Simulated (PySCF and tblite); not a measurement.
Results of a calculation; reference values are marked as such.
**Barrier and rate of a rotation**

System: C₆H₁₃N, numbered as in [CH3:1][C:2]([CH3:3])([CH3:4])[N:5]1[CH2:6][CH2:7]1.

Motion: rotation about the C2–N5 bond (torsion C1–C2–N5–C6 from -83° to -198°, falling). The path came from a restrained scan, a climbing-image band and a saddle search at GFN2-xTB; energies are PBE0/pcSseg-1 + D3(BJ)//GFN2-xTB, thermal terms GFN2-xTB. Rate constants are transition-state-theory values, counting equivalent paths, without tunnelling. Shieldings: GIAO at the same DFT level; methyl-like tops are averaged, other torsions stay as in the two minima; line shapes leave out couplings. (PySCF 2.14 with density fitting, tblite 0.8.)

```csv
point,symmetry,E(GFN2) kcal/mol,E(DFT) kcal/mol,ZPE change kcal/mol,lowest mode cm⁻¹,dipole D
start,Cs,0.0,0.0,0.00,27,1.10
saddle,Cs,2.6,4.7,0.11,85i,1.22
end,Cs,0.0,0.0,0.01,32,1.10
```

* Electronic barrier: 4.7 kcal/mol
* Barrier with zero-point energy: 4.8 kcal/mol
* ΔH‡ (298 K): 4.1 kcal/mol
* ΔS‡ (298 K, symmetry apart): -5.2 cal/(mol K)
* Paths: 2 equivalent paths
* End point: the same structure with atoms interchanged, or its mirror image
* Mean lifetime of the start against this motion at 298 K: 1.1 ns
* Cost: 45 s on 1 thread of AMD EPYC 9R14 (shared host) (rough), peak memory 0.85 GiB, launched as `OMP_NUM_THREADS=1 python ens_run.py task.json out`

```json
{"T/K": "150", "ΔG‡ kcal/mol": "5.1", "k s⁻¹": "2.3×10⁵"}
{"T/K": "200", "ΔG‡ kcal/mol": "5.3", "k s⁻¹": "1.4×10⁷"}
{"T/K": "250", "ΔG‡ kcal/mol": "5.5", "k s⁻¹": "1.8×10⁸"}
{"T/K": "298", "ΔG‡ kcal/mol": "5.7", "k s⁻¹": "9×10⁸"}
{"T/K": "350", "ΔG‡ kcal/mol": "5.9", "k s⁻¹": "3.2×10⁹"}
{"T/K": "400", "ΔG‡ kcal/mol": "6.1", "k s⁻¹": "7.9×10⁹"}
{"T/K": "500", "ΔG‡ kcal/mol": "6.5", "k s⁻¹": "2.9×10¹⁰"}
```

ΔG and ΔG‡ leave out symmetry numbers and mirror images; rates count paths: 2 out.

Sites that the motion interchanges:

```csv
nucleus,site,ppm,scale
¹³C,"C1, C3",32.5,δ against TMS
¹³C,C4,17.1,δ against TMS
```

| nucleus | sites | ¹H MHz | spread Hz | coalescence K | k there s⁻¹ |
| --- | --- | --- | --- | --- | --- |
| ¹³C | C1, C3 / C4 | 80 | 309 | 110 | 620 |
| ¹³C | C1, C3 / C4 | 500 | 1933 | 120 | 3910 |
| ¹³C | C1, C3 / C4 | 800 | 3093 | 123 | 6230 |

Coalescence temperatures outside 150 to 500 K extrapolate the thermal terms and ignore freezing or boiling of a solvent.
